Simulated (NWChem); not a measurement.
Species: PbHOBr, singlet; SMILES [OH][Pb][Br]

```xyz
4

Pb     0.2196     0.6916     0.0000
Br    -0.0342    -1.9289     0.0000
O     -1.8456     1.0948     0.0000
H     -2.0444     2.0403     0.0000
```
Atoms are numbered in this order, from 1.

Program: NWChem. Low-valent species are run as closed-shell singlets; no triplet was tried in these runs. Geometry: optimised at PBE0/def2-SVP. No frequency run checked for a minimum. def2 effective core potentials on Pb; no spin-orbit coupling. Ions are spin-unrestricted doublets at the neutral geometry; other ion states weren't tried.

For level PBE/def2-SVP:

```yaml
vertical ionisation energy, ΔSCF (eV): 9.19
"−ε(HOMO) (eV)": 6.13
```

Task: How do the values read with level CAM-B3LYP/def2-SVP instead?

Result: 
| Quantity | Result |
|---|---|
| vertical ionisation energy, ΔSCF (eV) | 9.58 |
| −ε(HOMO) (eV) | 8.54 |
